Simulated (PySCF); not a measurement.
Löwdin shares of the frontier orbitals

Compound: B₂H₈P₂.
Structure used (PBE0-D3(BJ)/def2-SVP), in Å, numbered top down from 1:
```
atom  x, y, z in Å
B1     0.2940    0.3540   -1.3478
P2     1.3119    0.0512    0.3151
B3    -0.3529   -0.0314    1.3710
P4    -1.2556   -0.3565   -0.3531
H5     0.6469   -0.1998   -2.3644
H6     0.1212    1.5576   -1.4183
H7     2.0676   -1.1468    0.3244
H8     2.3044    0.9911    0.6860
H9    -0.4531   -0.8499    2.2567
H10   -0.6135    1.1214    1.6661
H11   -1.5408   -1.7187   -0.6159
H12   -2.5278    0.2263   -0.5720
```

Computed, not measured: TDDFT CAM-B3LYP/def2-SVPD, vertical, gas phase, core orbitals frozen in the response in PySCF 2.14.0, density-fitted response routines.

Frontier orbitals with the atoms that hold most of them (Löwdin shares over 4%, at most four atoms; ? is withheld):

| orbital | ε (eV) | atoms |
| --- | --- | --- |
| HOMO-3 | -10.33 | B3 17%, B1 17%, H10 11%, H6 11% |
| HOMO-2 | -10.14 | P2 26%, P4 26%, B3 11%, B1 11% |
| HOMO-1 | -9.91 | ? |
| HOMO | -9.13 | B3 21%, B1 21%, P4 15%, P2 15% |
| LUMO | 0.58 | ? |
| LUMO+1 | 0.84 | B1 19%, B3 19%, P4 15%, P2 15% |
| LUMO+2 | 1.20 | P2 15%, P4 15%, B3 14%, B1 14% |

Give the leading atoms of the HOMO-1.

P2 (bonded to 2 B and 2 H) 26%; P4 (bonded to 2 B and 2 H) 26%; B1 (bonded to 2 P and 2 H) 17%; B3 (bonded to 2 P and 2 H) 17%. By element: phosphorus 52%, boron 34%.

Which atoms hold the LUMO, and with what shares?

P4 (bonded to 2 B and 2 H) 16%; P2 (bonded to 2 B and 2 H) 16%; B3 (bonded to 2 P and 2 H) 15%; B1 (bonded to 2 P and 2 H) 15%. By element: phosphorus 32%, boron 30%.

The HOMO–LUMO gap is 9.71 eV. Where does the response calculation put the lowest singlet, and from which orbitals?

S1 is at 6.44 eV (f = 0.0000), 3.27 eV below the gap, made of HOMO→LUMO (81%), HOMO→LUMO+2 (15%). 

Give energy, strength and leading configuration of S1, S3, S6 and S7, and follow the Löwdin shares of the leading atoms from the occupied to the empty orbital.

- S1 (6.44 eV, f 0.0000), HOMO→LUMO (81%): B3 21% → 15%, B1 21% → 15%, P4 15% → 16%, P2 15% → 16%
- S3 (6.99 eV, f 0.0046), HOMO→LUMO+1 (95%): B3 21% → 19%, B1 21% → 19%
- S6 (7.50 eV, f 0.016), HOMO-2→LUMO (76%): P2 26% → 16%, P4 26% → 16%
- S7 (7.51 eV, f 0.0001), HOMO-2→LUMO+1 (78%): P2 26% → 15%, P4 26% → 15%, B1 11% → 19%, B3 11% → 19%

Hardware: an Arm Neoverse V2 with one thread (shared host). Cost: 61 s.
